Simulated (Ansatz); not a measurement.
Computed with Ansatz on PBE0-D4/def2-TZVP structures; ΔE is electronic, products minus reactants. CCSD(T)/CBS is the MP2 limit (def2-TZVPP, def2-QZVPP) plus CCSD(T) − MP2 in def2-TZVPP, frozen cores. DFT in def2-TZVPP. def2 core potentials past Kr. For Te outer-core shells are correlated without core-valence functions, which leaves a few kJ/mol of doubt a bond. Each species was taken in one conformer, which may not be the lowest.

`NC[SiH2]P` + `ClB[TeH]` → `P[SiH2]Cl` + `NCB[TeH]`  (redistribution)

**Question.** Is it downhill or uphill in electronic energy at CCSD(T)/CBS, and by how much? (Estimate.)

**Answer.** Ansatz gave: Downhill: ΔE = -0.24 eV.

**Question.** What do these levels give: r2SCAN-D4, HF/def2-TZVPP, MP2/def2-TZVPP, CCSD/def2-TZVPP, CCSD(T)/def2-TZVPP, MP2/CBS(def2)? (An estimate is asked.)

**Answer.** The calculation gave: r2SCAN-D4 -0.21, HF/def2-TZVPP -0.36, MP2/def2-TZVPP -0.20, CCSD/def2-TZVPP -0.23, CCSD(T)/def2-TZVPP -0.20, MP2/CBS(def2) -0.24 eV.

Largest T1 diagnostic among the species: 0.014.

From PBE to PBE0 (25 % exact exchange), in def2-TZVPP and without D4, ΔE moves by −0.04 eV. In def2-TZVPP, CCSD(T) changes the Hartree–Fock value by +0.15 eV (the triples alone add +0.03 eV) and MP2 by +0.16 eV.
